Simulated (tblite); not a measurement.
Compound: C5H9NSi.
SMILES: `[SiH2]1N(C)C(C1=C)=C`

Computed values, GFN2-xTB/tblite, gas phase, harmonic and unscaled. This tight-binding method is rough: wavenumbers can miss measured ones by several per cent, in bad cases by 10 to 20. Modes of hydrogen on silicon can be 10 to 20 % off.

Harmonic wavenumbers (cm⁻¹): 81.3, 128.5, 165.1, 240.5, 258.4, 274.7, 381.0, 387.4, 490.0, 502.6, 568.9, 624.9, 661.8, 668.4, 686.4, 737.3, 798.0, 809.8, 858.1, 893.9, 940.4, 1083.4, 1100.6, 1131.1, 1205.9, 1327.2, 1391.3, 1410.6, 1423.9, 1477.5, 1499.6, 1714.6, 1729.4, 2231.4, 2264.3, 2915.6, 2942.3, 3021.7, 3070.1, 3100.9, 3116.9, 3145.7.

A = 3021, B = 2285, C = 1332 MHz; mass 111.050 u (most abundant isotopes); point group Cs, symmetry number 1.

**Question.** What is the zero-point energy?

**Answer.** ½Σν̃ = 26731 cm⁻¹ = 319.77 kJ/mol.

**Question.** Entropy at 200 K, 1 bar (ideal gas, RRHO, classical rotation)?

**Answer.** Translation 159.30, rotation 111.96, vibration 52.17: S = 323.4 J/(mol K).

**Question.** And Cp and H(200 K) − H(0)?

**Answer.** Cp = 105.26 J/(mol K), of which vibrations give 72.00 (their classical limit is 42 R = 349.2); H(200 K) − H(0) = 13.00 kJ/mol without the zero-point energy, 6.35 from vibrations.

**Question.** Which modes carry the vibrational entropy at 200 K?

**Answer.** 81.3 cm⁻¹: 12.89; 128.5 cm⁻¹: 9.26; 165.1 cm⁻¹: 7.36; 240.5 cm⁻¹: 4.72; 258.4 cm⁻¹: 4.26; 274.7 cm⁻¹: 3.88 J/(mol K); the other 36 give 9.80 together.

**Question.** What must be added to the electronic energy to get the Gibbs energy at 200 K and 1 bar?

**Answer.** ZPE + [H(200 K) − H(0)] − T·S = 319.77 + 13.00 − 64.68 = 268.09 kJ/mol.

**Question.** How do the functions run with temperature in this model?

**Answer.** 
```
T (K)  S (J/(mol K))  Cp (J/(mol K))  H − H(0) (kJ/mol)  G − H(0) (kJ/mol)  ln q(vib)
  100          266.4            64.3               4.54             -22.10       0.73
  300          373.8           145.0              25.55             -86.58       4.46
  500          463.5           207.6              61.22            -170.53       8.73
  800          575.1           266.5             133.12            -326.92      14.98
 1000          637.5           292.3             189.14            -448.31      18.86
```

q(vib) and H(0) count from the zero-point level.

Hindered rotation and anharmonicity are outside this model.
